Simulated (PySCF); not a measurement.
Dissociation curve of SnH, doublet.

Computed with CCSD(T) on UHF/def2-TZVP, 4 core orbitals frozen, def2 effective core potentials past Kr (PySCF).

Question: Relative to R = 1.78 Å, what are the energies at R = 1.42, 1.58, 1.90, 1.94 Å?

Answer: 26.3 kcal/mol at 1.42 Å, 5.9 kcal/mol at 1.58 Å, 1.9 kcal/mol at 1.90 Å, 3.0 kcal/mol at 1.94 Å.

The scan ran from 1.32 to 7.03 Å; beyond the distances shown one of the unrestricted levels run for this scan, shown here or not, changes its spin distribution in one step.
